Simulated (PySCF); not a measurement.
Compound: C6H13P.
SMILES with atom numbers: `[H][P:3]([CH:2]=[CH2:1])([CH3:4])([CH3:5])[CH:6]=[CH2:7]` (hydrogens: H8, H9 on C1; H10 on C2; H11 on P3; H12, H13, H14 on C4; H15, H16, H17 on C5; H18 on C6; H19, H20 on C7)

Geometry (GFN2-xTB, Å), atoms numbered from 1 in this order:
```xyz
20
C6H13P angstrom
C      2.0560   -1.8180    0.4857
C      1.7759   -0.6779   -0.1182
P      0.0120    0.0476   -0.0341
C      0.6028    1.6394    0.6645
C     -0.1320    0.1330   -1.8628
C     -1.8228    0.5113    0.2248
C     -2.6137   -0.2746    0.9322
H      3.0278   -2.2855    0.4787
H      1.2840   -2.3458    1.0348
H      2.5645   -0.1662   -0.6607
H     -0.2934   -1.1040    0.7484
H      1.5985    1.8744    0.2938
H     -0.0976    2.4406    0.4374
H      0.6501    1.5061    1.7463
H     -0.4756   -0.8479   -2.1945
H     -0.8658    0.8818   -2.1541
H      0.8370    0.3388   -2.3132
H     -2.2338    1.4223   -0.1990
H     -3.6564   -0.0753    1.1228
H     -2.2227   -1.1894    1.3642
```

Method: TDDFT PBE0/def2-SVPD, vertical, gas phase, core orbitals frozen in the response (PySCF).

Kohn–Sham orbitals with the atoms that hold most of them (Löwdin shares over 4%, at most four atoms; ? is withheld):

| orbital | ε (eV) | atoms |
| --- | --- | --- |
| LUMO+2 | 0.78 | C5 15%, C4 15%, H13 6%, H17 6% |
| LUMO+1 | 0.31 | C7 19%, C1 18%, C6 17%, C2 16% |
| LUMO | 0.27 | C1 17%, C7 16%, C2 13%, C6 12% |
| HOMO | -6.12 | ? |
| HOMO-1 | -7.43 | ? |
| HOMO-2 | -7.65 | C2 20%, C1 20%, C6 20%, C7 20% |
| HOMO-3 | -9.17 | P3 15%, C2 14%, C6 14%, C7 10% |

Problem. Give the leading atoms of the HOMO-1.

Solution. C7 (bonded to C and 2 H) 20%; C1 (bonded to C and 2 H) 20%; C6 (bonded to C, P and H) 19%; C2 (bonded to C, P and H) 18%.

Problem. Give the leading atoms of the HOMO.

Solution. P3 (bonded to 4 C and H) 20%; C6 (bonded to C, P and H) 20%; C2 (bonded to C, P and H) 20%; H11 (bonded to P) 9%. By element: carbon 39% or more, phosphorus 20%, hydrogen 9% or more.

Problem. The HOMO–LUMO gap is 6.38 eV. Where does the response calculation put the lowest singlet, and from which orbitals?

Solution. S1 is at 5.00 eV (f = 0.0000), 1.39 eV below the gap, made of HOMO→LUMO+1 (99%). Its leading pair isn't HOMO and LUMO; the energies of that pair differ by 6.43 eV. 

Problem. Give energy, strength and leading configuration of S1 and S2, and follow the Löwdin shares of the leading atoms from the occupied to the empty orbital.

Solution. 
- S1 (5.00 eV, f 0.0000), HOMO→LUMO+1 (99%): P3 20% → at most 17%, C6 20% → 17%, C7 at most 10% → 19%, C1 at most 10% → 18%
- S2 (5.05 eV, f 0.010), HOMO→LUMO (98%): P3 20% → at most 12%, C6 20% → 12%, C1 at most 10% → 17%, C7 at most 10% → 16%
